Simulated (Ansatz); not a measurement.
Cl$_{2}$HOSi (`[O][SiH](Cl)Cl`) radical, relaxed with UKS PBE-D4/def2-SVP in the Gaussian-basis code of Ansatz from a rough embedded geometry. The force threshold is 0.03 eV/Å; the program also tests the step.

The species carries charge 0 and has multiplicity 2.

Start:

```xyz
5

O     1.753   -0.239    0.230
Si    0.058    0.084   -0.009
Cl   -1.059   -0.374    1.717
Cl   -0.662   -0.990   -1.591
H    -0.090    1.519   -0.347
```

```json
{"step": "1", "energy (eV)": "-34959.0536", "largest force (eV/Å)": "1.393", "largest move (Å)": "0.000"}
{"step": "2", "energy (eV)": "-34959.1304", "largest force (eV/Å)": "0.929", "largest move (Å)": "0.090"}
{"step": "3", "energy (eV)": "-34959.1535", "largest force (eV/Å)": "0.693", "largest move (Å)": "0.076"}
{"step": "4", "energy (eV)": "-34959.1714", "largest force (eV/Å)": "0.144", "largest move (Å)": "0.039"}
{"step": "5", "energy (eV)": "-34959.1735", "largest force (eV/Å)": "0.102", "largest move (Å)": "0.020"}
{"step": "6", "energy (eV)": "-34959.1742", "largest force (eV/Å)": "0.028", "largest move (Å)": "0.018"}
```

End:

```xyz
5

O     1.693   -0.106    0.206
Si    0.055    0.030    0.000
Cl   -1.076   -0.390    1.671
Cl   -0.712   -1.046   -1.580
H     0.041    1.513   -0.297
```

It took 27 s on 2 threads of a server CPU on a shared host, with 0.19 GiB of host memory at the peak.
